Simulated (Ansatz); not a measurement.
Ansatz (a program for electronic structure) input:
A basis named .json is the Basis Set Exchange file of that set.

Ansatz 0.2 input:
```yaml
crystal:
  periodic: [false, false, false]
  atoms:
    - {symbol: Si, position_ang: [-0.00234685, -1.02789094, 0.06471352]}
    - {symbol: Br, position_ang: [-1.84068291, 0.23998298, 0.05791718]}
    - {symbol: Br, position_ang: [1.84281848, 0.22473148, -0.05075059]}
    - {symbol: H, position_ang: [-0.04188908, -1.87453277, -1.15681990]}
basis:
  gaussian:
    orbitals: def2-QZVPP.json
    fitting: {mean_field: def2-universal-jkfit, correlation: def2-QZVPP-RIFIT.json}
magnetization: {spin_polarized: true, initial_magnetization: 1}
correlation: {method: mp2, electrons: outside_noble_gas}
```

Predict the final energy.

-5434.98713 Eh (RI-MP2/def2-QZVPP). The basis has 278 functions.

It need not be the lowest isomer of its formula.
